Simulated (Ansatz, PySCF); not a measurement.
System: C₄H₈O (charge 0, singlet). SMILES: O=CCCC
Coordinates optimised at B3LYP-D3(BJ)/def2-TZVP (Ansatz, a quantum-chemistry and plane-wave program):
```xyz
13

C     -2.2944    -0.2512    -0.0681
C     -0.8848     0.3219    -0.1779
C      0.1826    -0.6725     0.2562
C      1.5963    -0.1668     0.1711
O      1.9164     0.9312    -0.2043
H     -2.4117    -1.1390    -0.6944
H     -3.0416     0.4783    -0.3841
H     -2.5264    -0.5400     0.9600
H     -0.7969     1.2255     0.4291
H     -0.6836     0.6339    -1.2050
H      0.0238    -1.0043     1.2911
H      0.1368    -1.5945    -0.3389
H      2.3708    -0.8981     0.4895
```
Charge 0, spin multiplicity 1.

Quantity: vertical ionisation energy (to the doublet state of charge +1; each state is the SCF solution reached for its spin), in eV. Correlated levels leave the core frozen unless marked. UHF or UKS for open shells. Spin-orbit coupling is left out. Non-relativistic. 

```json
[
 {"level": "HF/aug-cc-pVDZ", "program": "Ansatz", "vertical ionisation energy (eV)": "8.64"},
 {"level": "HF/aug-cc-pVTZ", "program": "Ansatz", "vertical ionisation energy (eV)": "8.62"},
 {"level": "SVWN5/def2-TZVPD", "program": "Ansatz", "vertical ionisation energy (eV)": "9.66"},
 {"level": "PBE/def2-TZVPD", "program": "Ansatz", "vertical ionisation energy (eV)": "9.49"},
 {"level": "r2SCAN/def2-TZVPD", "program": "Ansatz", "vertical ionisation energy (eV)": "9.56"},
 {"level": "B3LYP/def2-TZVPD", "program": "Ansatz", "vertical ionisation energy (eV)": "9.82"},
 {"level": "PBE0/def2-TZVPD", "program": "Ansatz", "vertical ionisation energy (eV)": "9.75"},
 {"level": "BHLYP/def2-TZVPD", "program": "Ansatz", "vertical ionisation energy (eV)": "9.76"},
 {"level": "CAM-B3LYP/def2-TZVPD", "program": "Ansatz", "vertical ionisation energy (eV)": "9.94"},
 {"level": "wB97M-V/def2-TZVPD", "program": "Ansatz", "vertical ionisation energy (eV)": "9.91"},
 {"level": "wB97X-V/def2-TZVPD", "program": "Ansatz", "vertical ionisation energy (eV)": "9.90"},
 {"level": "B2PLYP/def2-TZVPD", "program": "Ansatz", "vertical ionisation energy (eV)": "9.93"},
 {"level": "MP2/aug-cc-pVDZ", "program": "Ansatz", "vertical ionisation energy (eV)": "10.34"},
 {"level": "RI-MP2/aug-cc-pVTZ", "program": "Ansatz", "vertical ionisation energy (eV)": "10.50"},
 {"level": "SCS-MP2/aug-cc-pVDZ", "program": "Ansatz", "vertical ionisation energy (eV)": "10.26"},
 {"level": "CCSD/aug-cc-pVDZ", "program": "Ansatz", "vertical ionisation energy (eV)": "9.82"},
 {"level": "CCSD(T)/aug-cc-pVDZ", "program": "Ansatz", "vertical ionisation energy (eV)": "9.86"}
]
```

For comparison, minus the highest occupied orbital energy (PySCF): 11.40 eV at HF/def2-TZVPD, 6.12 eV at r2SCAN/def2-TZVPD, 6.56 eV at TPSSh/def2-TZVPD.
